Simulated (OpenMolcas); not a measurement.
## Multiconfigurational calculation on Nd4+

Input:

```
&GATEWAY
Coord
1

Nd 0.0 0.0 0.0
Basis=ANO-RCC-VDZ
Group=XYZ
NoMove
AngMom=0.0 0.0 0.0
AMFI
RX2C
&SEWARD
&RASSCF
FileOrb=start.orb
Symmetry=1
Spin=3
nActEl=2 0 0
Inactive=15 12
Ras2=0 7
CIRoot=21 21 1
SDav=21
CIMx=300
Iter=120 100
PrWF=0.3
OrbListing=Nothing
MaxOrb=0
Atom
>>> COPY $Project.JobIph JOB001
&RASSCF
FileOrb=start.orb
Symmetry=1
Spin=1
nActEl=2 0 0
Inactive=15 12
Ras2=0 7
CIRoot=28 28 1
SDav=28
CIMx=300
Iter=120 100
PrWF=0.3
OrbListing=Nothing
MaxOrb=0
Atom
>>> COPY $Project.JobIph JOB002
&RASSI
NrOfJobIphs=2 21 27
1 2 3 4 5 6 7 8 9 10 11 12 13 14 15 16 17 18 19 20 21
1 2 3 4 5 6 7 8 9 10 11 12 13 14 15 16 17 18 19 20 21 22 23 24 25 26 27
IphNames
JOB001
JOB002
EJob
SpinOrbit
DIPRint=1.0
SOCoupling=1000.0
Subsets=2
MEES
Property=10
'ANGMOM' 1 'ANGMOM' 2 'ANGMOM' 3 'MLTPL  1' 1 'MLTPL  1' 2 'MLTPL  1' 3
'AMFI' 1 'AMFI' 2 'AMFI' 3 'MLTPL  2' 6
SOProperty=3
'ANGMOM' 1 'ANGMOM' 2 'ANGMOM' 3
```

Launched by
```bash
OMP_NUM_THREADS=1 MOLCAS_MEM=2252 MOLCAS_PROJECT=a pymolcas a.inp > a.log  # once for each step of the input, in one work folder
```

A driver script runs the steps one by one and writes start.orb anew before each from the orbitals found so far.

Output, cut to the results:

```
--- SEWARD ---
Basis set label: ND.ANO-RCC...7S6P4D2F.

      Electronic valence basis set:
      ------------------
      Associated Effective Charge  60.000000 au
      Associated Actual Charge     60.000000 au
      Nuclear Model: Point charge

      Shell  nPrim  nBasis  Cartesian Spherical Contaminant
         s      25       7        X
         p      22       6        X
         d      15       4                 X
         f      11       2                 X
RX2C
                  Relativistic X2C integrals
                  Atomic mean-field integrals
--- RASSCF ---
Wave function specifications:
      -----------------------------

      Number of closed shell electrons          54
      Number of electrons in active shells       2
      Max number of holes in RAS1 space          0
      Max nr of electrons in RAS3 space          0
      Number of inactive orbitals               27
      Number of active orbitals                  7
      Number of secondary orbitals              25
      Spin quantum number                      1.0
      State symmetry                             1
Orbital specifications:
      -----------------------

      Symmetry species                           1   2
                                                ag  au
      Frozen orbitals                            0   0
      Inactive orbitals                         15  12
      Active orbitals                            0   7
      RAS1 orbitals                              0   0
      RAS2 orbitals                              0   7
      RAS3 orbitals                              0   0
      Secondary orbitals                        12  13
      Deleted orbitals                           0   0
      Number of basis functions                 27  32
      Number of CSFs                            21
      Number of root(s) required                21
      Iter CI   SX   CI       RASSCF       Energy    max ROT     max BLB   max BLB  Level Ln srch  Step   QN
          iter iter root      energy       change     param      element    value   shift minimum  type update
 Nr of preliminary CI iterations:   1
      Total energies have been shifted. Add                -9000.00 au
        1   1    7    0  -616.60346644    0.00E+00  -1.68E-01*  11  24 2 -4.42E-01*  0.00   0.00    SX    NO
        2   1    6    0  -616.97028639   -3.67E-01*  5.72E-02   11  24 1  9.04E-02*  0.00   0.00    SX    NO
        3   1    6    0  -616.98276177   -1.25E-02* -2.56E-02   11  24 2 -1.87E-02*  0.00   0.00    SX    NO
        4   1    6    0  -616.98424893   -1.49E-03*  1.15E-02   14  27 1  1.03E-02*  0.00   0.00    SX    NO
        5   1    6    0  -616.98451403   -2.65E-04* -3.56E-03   12  25 1 -4.30E-03*  0.00   0.69    QN   YES
        6   1    4    0  -616.98458525   -7.12E-05* -1.01E-04   12  25 2 -8.17E-05   0.00   1.03    QN   YES
        7   1    3    0  -616.98458530   -5.10E-08* -1.41E-06   15  16 1  5.29E-06   0.00   1.00    QN   YES
        8   1    3    0  -616.98458530   -3.46E-11   1.85E-07   15  16 1  6.57E-07   0.00   2.50    QN   YES
      Convergence after  8 iterations
        9   1    3    0  -616.98458530   -3.64E-12   1.85E-07   15  17 1 -4.19E-09   0.00   2.50    QN   YES
      Natural orbitals and occupation numbers for root  1
      sym 2:   0.579380   0.405064   0.015556   0.579380   0.015556  -0.000000   0.405064
      Natural orbitals and occupation numbers for root  2
      sym 2:   0.041253  -0.000000   0.618478   0.340269   0.041253   0.618478   0.340269
      Natural orbitals and occupation numbers for root  3
      sym 2:  -0.000000   0.434069   0.434069   0.007788   0.558143   0.558143   0.007788
::    RASSCF root number  1 Total energy:  -9617.01539216
::    RASSCF root number  2 Total energy:  -9617.01539216
::    RASSCF root number  3 Total energy:  -9617.01539216
::    RASSCF root number  4 Total energy:  -9617.01539216
::    RASSCF root number  5 Total energy:  -9617.01539216
::    RASSCF root number  6 Total energy:  -9617.01539216
::    RASSCF root number  7 Total energy:  -9617.01539216
::    RASSCF root number  8 Total energy:  -9617.01539216
::    RASSCF root number  9 Total energy:  -9617.01539216
::    RASSCF root number 10 Total energy:  -9617.01539216
::    RASSCF root number 11 Total energy:  -9617.01539216
::    RASSCF root number 12 Total energy:  -9616.98458530
::    RASSCF root number 13 Total energy:  -9616.98458530
::    RASSCF root number 14 Total energy:  -9616.98458530
...
--- RASSI ---
SPIN-FREE ENERGIES:
  (Shifted by EMIN (a.u.) =      -9617.0153921579)

 SF State       Relative EMIN(au)   Rel lowest level(eV)    D:o, cm**(-1)      L_eff

     1             0.0000000000        0.0000000000              0.0000         5.0
     2             0.0000000000        0.0000000000              0.0000         5.0
     3             0.0000000000        0.0000000000              0.0000         5.0
     4             0.0000000000        0.0000000000              0.0000         5.0
     5             0.0000000000        0.0000000000              0.0000         5.0
     6             0.0000000000        0.0000000000              0.0000         5.0
     7             0.0000000000        0.0000000000              0.0000         5.0
     8             0.0000000000        0.0000000000              0.0000         5.0
     9             0.0000000000        0.0000000000              0.0000         5.0
    10             0.0000000000        0.0000000000              0.0000         5.0
    11             0.0000000000        0.0000000000              0.0000         5.0
    12             0.0308068610        0.8382973927           6761.3245         3.0
    13             0.0308068610        0.8382973927           6761.3245         3.0
    14             0.0308068610        0.8382973927           6761.3245         3.0
    15             0.0308068610        0.8382973927           6761.3245         3.0
    16             0.0308068610        0.8382973927           6761.3245         3.0
    17             0.0308068610        0.8382973927           6761.3245         3.0
    18             0.0308068610        0.8382973927           6761.3245         3.0
    22             0.0357211820        0.9720228817           7839.8933         4.0
    23             0.0357211820        0.9720228817           7839.8933         4.0
    24             0.0357211820        0.9720228817           7839.8933         4.0
...
```

Levels above the lowest, from the spin-orbit matrix, grouped by J:

```
Configuration  Term  J  E (eV)  Measured (eV)  Term weight %  Second
          4f2    3H  4  0.0000         0.0000             97    3 1G
          4f2    3H  5  0.3696         0.3514            100        
          4f2    3H  6  0.7554         0.7121            100        
          4f2    3F  2  0.9685         0.7307             98        
          4f2    3F  3  1.2079         0.9652            100        
          4f2    1G  4  1.2131                            50   48 3F
          4f2    3F  4  1.7060                            52   47 1G
          4f2    1D  2  3.3591         2.5480             92    6 3P
          4f2    1I  6  4.0188         3.2345            100        
          4f2    3P  0  4.2160         3.1059            100        
          4f2    3P  1  4.2817         3.2103            100        
          4f2    3P  2  4.4846         3.4069             94    6 1D
```

Against the 9 measured excited levels shown (the list in Carvajal Gallego et al., Mon. Not. R. Astron. Soc. 518, 332 (2023)) the mean absolute deviation is 4800 cm-1; the largest miss in energy is 4f2 3P0: computed 4.2160, measured 3.1059 eV (+35.7 %).

Some high roots are left out of the spin-orbit mixing, which shifts the levels that they would mix with. Without dynamic correlation excited terms often stand tens of per cent too high (terms of higher spin than the ground term too low), and those without a measured partner can miss by more than the paired ones. Some levels mix across a computed gap that differs much from the measured one, so their mixing is not that of the real levels. The basis is small and was not contracted for so high a charge. Computed and measured levels are paired by configuration, term and J; levels that our copy of the source lacks, or whose pairing is in doubt (as where it misses far off the trend of its configuration), stay unpaired and out of the deviations. Levels of configurations outside the active space are missing. The first state left out of the spin-orbit step lies near 70000 cm-1 above the lowest spin-free state of the reference (among the parities and spins computed), and the list stops at four fifths of that energy or lower.

The term weight is that of the spin-free term in the level, not the purity of its configuration.
